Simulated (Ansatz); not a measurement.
`N[SiH2][SiH](O)F` → `N[SiH](O)F` + `[SiH2]`  (silylene formation by 1,1-elimination)

Program: Ansatz. Geometries: PBE0-D4/def2-TZVP. ΔE: electronic, gas phase. CCSD(T)/CBS is the MP2 limit (def2-TZVPP, def2-QZVPP) plus CCSD(T) − MP2 in def2-TZVPP, frozen cores. This one scheme is used for every species. DFT in def2-TZVPP. B3LYP here is the variant with VWN-RPA as its local correlation; programs differ in this. One conformer a species, not always the lowest.

CCSD(T)/CBS gives +184.7 kJ/mol.

**Question.** Another level gave +186.1 kJ/mol. Which?
A. r2SCAN/def2-TZVPP
B. PBE/def2-TZVPP
C. B3LYP/def2-TZVPP
D. B3LYP-D4/def2-TZVPP

**Answer.** D. B3LYP-D4 186.1, PBE 198.1, r2SCAN 206.7, B3LYP 172.4 kJ/mol.

Largest T1 diagnostic among the species: 0.014.

In def2-TZVPP, CCSD(T) changes the Hartree–Fock value by +23.7 kJ/mol (the triples alone add +6.5 kJ/mol) and MP2 by +38.4 kJ/mol. The D4 term adds +13.7 kJ/mol with B3LYP and +7.6 kJ/mol with PBE0; it sums over pairs of atoms, weighted by their polarisabilities, and B3LYP, whose exchange is more repulsive, gets the larger term.
